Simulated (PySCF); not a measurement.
Species: C₆H₁₀FO (doublet state).
Atom-mapped SMILES: `[H]/[C:1]=[CH:2]\[C@H:3]([F:4])[CH2:5][O:6][CH2:7][CH3:8]` (hydrogens: H9 on C1; H10 on C2; H11 on C3; H12, H13 on C5; H14, H15 on C7; H16, H17, H18 on C8)

Geometry (GFN2-xTB, Å), atoms numbered from 1 in this order:
```xyz
18
C6H10FO angstrom
C     -3.486   -0.896   -0.161
C     -2.257   -0.918    0.225
C     -1.540    0.150    1.047
F     -2.398    1.167    1.392
C     -0.370    0.747    0.264
O      0.624   -0.232    0.133
C      1.756    0.219   -0.584
C      2.773   -0.907   -0.645
H     -4.347   -0.276   -0.078
H     -1.576   -1.722   -0.026
H     -1.177   -0.293    1.984
H      0.013    1.624    0.812
H     -0.722    1.087   -0.723
H      2.186    1.099   -0.080
H      1.455    0.523   -1.599
H      3.066   -1.197    0.360
H      3.652   -0.584   -1.194
H      2.339   -1.771   -1.140
```

The hyperfine couplings belong to this conformer and change with its torsions.

The calculation used UKS B3LYP, pcH-1 on C F H O, non-relativistic, mean-field spin-orbit, GIAO (PySCF). The structure is a single GFN2-xTB conformer in the gas phase; no vibrational or solvent corrections. A GFN2-xTB geometry isn't a minimum of the functional, and hyperfine couplings can be far from their values at a DFT geometry. The SCF solution wasn't tested for stability.

Question: Predict the first-order ENDOR lines of F4, H10, H9, H12, H11 and H13 under fast tumbling at B = 332.5 mT (X band).

Answer: ν± = |νn ± a/2|, one line for each electron-spin manifold; νn = |g_N| × 7.62259 MHz/T × B.

| nuclei | isotope | g_N | νn (MHz) | a_iso (MHz) | lower line (MHz) | upper line (MHz) |
| --- | --- | --- | --- | --- | --- | --- |
| F4 | 19F | 5.2577 | 13.33 | 9.12 | 8.77 | 17.89 |
| H10 | 1H | 5.5857 | 14.16 | 125.33 | 48.51 | 76.82 |
| H9 | 1H | 5.5857 | 14.16 | 38.57 | 5.13 | 33.44 |
| H12 | 1H | 5.5857 | 14.16 | 7.88 | 10.22 | 18.10 |
| H11 | 1H | 5.5857 | 14.16 | -6.97 | 10.67 | 17.64 |
| H13 | 1H | 5.5857 | 14.16 | 2.30 | 13.00 | 15.31 |

Question: Which pairs are centred on the nuclear Larmor frequency, and which on half the coupling?

Answer: Centred on νn, since |a| < 2νn: F4, H12, H11 and H13. Centred on |a|/2 and split by 2νn: H10 and H9.

Question: At what field would the lower line of H10 fall to zero frequency?

Answer: Where νn = |a|/2, that is B = 62.66 MHz/(5.5857 × 7.62259 MHz/T) = 1470 mT, as far as first order holds there.

The largest Mulliken spin populations are on C1 (+1.04), C2 (-0.18) and C3 (+0.08). No atom but C1 exceeds +0.15. The positive populations add up to 1.18 and the negative ones to -0.18, together 2S = 1.
